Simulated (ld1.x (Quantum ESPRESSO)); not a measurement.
**Br (Z = 35) RRKJ: all-electron and pseudo phase curves**

ld1.x (Quantum ESPRESSO) 7.5 input, shortened:

```
&input
   title='Br', zed=35., rel=1, dft='WC', iswitch=3,
   config='[Ar] 3d10 4s2 4p5'
 /
 &inputp
   pseudotype=2, tm=.false., rho0=0.005, lloc=0,
   nlcc=.true., new_core_ps=.true., rcore=0.25
 /
3
4P  2  1   5.00   0.00  1.85  1.85  0.0
3D  3  2  10.00   0.00  0.50  0.50  0.0
4S  1  0   2.00   0.00  1.55  1.55  0.0
 &test
   configts(1)='3d10 4s2 4p5'
 /
```

The phase is arctan(r·u′/u) with u = r·R(r), unwrapped; energies in Ry, scanned from -7 to 5 Ry. A pole is an energy at which the radial function vanishes at the test radius. The pseudo phase is shifted by a multiple of π to meet the all-electron one at the reference energy, and phase errors are pseudo minus all-electron; the curves can meet again beyond the range given. Levels narrower than the energy grid can be missing from the lists of poles.

Question: For each channel, where are the poles, and over which energies does the pseudopotential scatter like the atom?

Answer:

```tsv
channel	radius (bohr)	reference energy (Ry)	poles, all-electron	poles, pseudo	unbroken range about the reference energy with phases within 0.05 rad	phase error 1 Ry above the reference energy (rad)
s	1.99	-1.48	0.39	0.36	below 3.7	-0.002
p	1.99	-0.58	2.06	2.14	the whole range	+0.003
d	1.99	-4.90	-4.88, 4.89	-4.88	below -0.4	+0.002
```

A Bessel basis up to 400 Ry misses an occupied level by 0.17 Ry, so cutoffs and ghosts were not judged.

Phases in the s channel:

```
E (Ry)  all-electron  pseudo
 -7.00         1.343   1.343
 -6.74         1.336   1.336
 -6.48         1.329   1.329
 -6.22         1.321   1.320
 -5.96         1.312   1.311
 -5.70         1.302   1.301
 -5.44         1.290   1.289
 -5.18         1.277   1.276
 -4.92         1.262   1.261
 -4.66         1.244   1.243
 -4.40         1.223   1.222
 -4.14         1.198   1.197
 -3.88         1.167   1.165
 -3.62         1.127   1.125
 -3.36         1.074   1.072
 -3.10         1.001   0.999
 -2.84         0.895   0.893
 -2.58         0.731   0.728
 -2.32         0.459   0.456
 -2.06         0.028   0.026
 -1.80        -0.484  -0.485
 -1.54        -0.876  -0.876
 -1.28        -1.118  -1.118
 -1.02        -1.266  -1.267
 -0.76        -1.364  -1.365
 -0.50        -1.433  -1.435
 -0.24        -1.485  -1.487
  0.02        -1.526  -1.528
  0.28        -1.559  -1.562
  0.54        -1.587  -1.591
  0.80        -1.611  -1.616
  1.06        -1.633  -1.639
  1.32        -1.654  -1.661
  1.58        -1.673  -1.682
  1.84        -1.692  -1.702
  2.10        -1.711  -1.723
  2.36        -1.730  -1.745
  2.62        -1.750  -1.768
  2.88        -1.771  -1.794
  3.14        -1.793  -1.822
  3.40        -1.818  -1.855
  3.66        -1.846  -1.894
  3.92        -1.878  -1.942
  4.18        -1.916  -2.002
  4.44        -1.962  -2.082
  4.70        -2.018  -2.192
  4.96        -2.090  -2.351
```
